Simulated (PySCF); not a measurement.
# ClZrN: one-bond stretch

All numbers come from PBE0/[Zr def2-TZVP with ECP28, N def2-TZVP, Cl def2-TZVP], scalar-relativistic core potentials, density fitting, no spin–orbit coupling, PySCF.

Rigid scan from the singlet minimum (Zr–Cl 2.410 Å, Zr–N 1.689 Å; Cl–Zr–N 112.2°). Coordinate: the bond from Zr to the last atom (Cl) scaled, the rest fixed. Energies in kJ/mol from the minimum.

```json
{"scale of one bond": "0.92", "E (kJ/mol)": "28.0", "dipole size (D)": "6.78"}
{"scale of one bond": "0.96", "E (kJ/mol)": "6.1", "dipole size (D)": "6.93"}
{"scale of one bond": "1.00", "E (kJ/mol)": "0.0", "dipole size (D)": "7.11"}
{"scale of one bond": "1.05", "E (kJ/mol)": "7.1", "dipole size (D)": "7.39"}
{"scale of one bond": "1.12", "E (kJ/mol)": "33.3", "dipole size (D)": "7.84"}
{"scale of one bond": "1.20", "E (kJ/mol)": "74.0", "dipole size (D)": "8.45"}
{"scale of one bond": "1.35", "E (kJ/mol)": "155.4", "dipole size (D)": "9.71"}
{"scale of one bond": "1.55", "E (kJ/mol)": "249.0", "dipole size (D)": "–"}
{"scale of one bond": "1.80", "E (kJ/mol)": "333.6", "dipole size (D)": "–"}
{"scale of one bond": "2.20", "E (kJ/mol)": "410.7", "dipole size (D)": "–"}
```

At long bonds a restricted determinant can lie too high, and another spin state can fall below this curve.
